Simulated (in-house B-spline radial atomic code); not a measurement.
Configurations of Sm+, with energies counted from [Xe] 4f6 6s1. Method: scalar-relativistic (X2C) PBE0, spin-polarised, spherical fractional occupations, exact exchange averaged over the configuration, Fermi nucleus of rms radius 5.0819 fm. Calculated with an all-electron radial atomic-structure program (B-spline basis). Shells without spins written out take the highest spin.

Occupations are held fixed; configurations that lie above the ionisation limit could autoionise.

```json
{"configuration": "[Xe] 4f5 6s1 7d1", "E - E(ref) (eV)": "13.69", "highest orbital": "7d up", "its <r> (bohr)": "12.45"}
{"configuration": "[Kr] 4d10 4f6 5s2 5p5 6s1 6d1", "E - E(ref) (eV)": "28.078", "highest orbital": "6d up", "its <r> (bohr)": "6.874"}
{"configuration": "[Kr] 4d9 4f6 5s2 5p6 5d1 6s1", "E - E(ref) (eV)": "126.48", "highest orbital": "6s up", "its <r> (bohr)": "3.722"}
{"configuration": "[Kr] 4d9 4f6 5s2 5p6 6s2", "E - E(ref) (eV)": "127.39", "highest orbital": "6s down", "its <r> (bohr)": "3.709"}
```

Order these further configurations by energy, lowest first.
A. [Kr] 4d10 4f6 5s2 5p5 5d1 6s1
B. [Xe] 4f5 6s1 6d1
C. [Kr] 4d10 4f6 5s2 5p5 6s1 7s1
D. [Kr] 4d9 4f6 5s2 5p6 6s1 7p1
E. [Xe] 4f6 7d1

E (8.2322 eV), B (11.653 eV), A (20.114 eV), C (27.441 eV), D (135.02 eV).
